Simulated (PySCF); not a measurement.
C2H9FSi3, SMILES C[Si]1(F)[SiH2]C[SiH2]1. Coordinates come from a ωB97X-D3(BJ)/def2-SVP optimisation. The structure was generated by enumeration, and PubChem lists no compound with its InChIKey, so it may never have been made.

Computed equilibrium geometry at ωB97X-D3(BJ)/def2-SVP (PySCF confirms it by a frequency run) as bond lengths and angles, and its point group:
point group Cs.
Atoms: C1 Si2 F3 Si4 C5 Si6 H7 H8 H9 H10 H11 H12 H13 H14 H15. Bond lengths (Å): C1–Si2 1.866, C1–H7 1.101, C1–H8 1.101, C1–H9 1.102, Si2–F3 1.646, Si2–Si4 2.347, Si2–Si6 2.347, Si4–C5 1.906, Si4–H10 1.493, Si4–H11 1.497, C5–Si6 1.906, C5–H12 1.100, C5–H13 1.105, Si6–H14 1.497, Si6–H15 1.493. Angles (°): Si2–C1–H7 111.0, Si2–C1–H8 111.0, Si2–C1–H9 109.7, H7–C1–H8 108.3, H7–C1–H9 108.4, H8–C1–H9 108.4, C1–Si2–F3 108.5, C1–Si2–Si4 123.3, C1–Si2–Si6 123.3, F3–Si2–Si4 111.2, F3–Si2–Si6 111.2, Si4–Si2–Si6 76.0, Si2–Si4–C5 88.1, Si2–Si4–H10 122.9, Si2–Si4–H11 109.6, C5–Si4–H10 115.7, C5–Si4–H11 110.1, H10–Si4–H11 108.8, Si4–C5–Si6 98.6, Si4–C5–H12 116.9, Si4–C5–H13 107.7, Si6–C5–H12 116.9, Si6–C5–H13 107.7, H12–C5–H13 108.3, Si2–Si6–C5 88.1, Si2–Si6–H14 109.6, Si2–Si6–H15 122.9, C5–Si6–H14 110.1, C5–Si6–H15 115.7, H14–Si6–H15 108.8.
